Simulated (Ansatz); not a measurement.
Harmonic frequencies (cm⁻¹) at PBE0-D4/def2-TZVP from Ansatz: 38, 38, 98, 98, 99, 158, 158, 381, 394, 394, 403, 654, 654, 1477, 2360.

Each molecule was computed in one conformer, which needn't be the lowest.

**Question.** Which molecule is it?
A. `O=C=[N][Hf]([Cl])([Cl])[Cl]`
B. `[OH][Hf]([OH])([OH])[Cl]`
C. `[OH][Hf]([OH])([F])[Cl]`
D. `[CH3][Hf]([Cl])([Cl])[Cl]`

**Answer.** A.
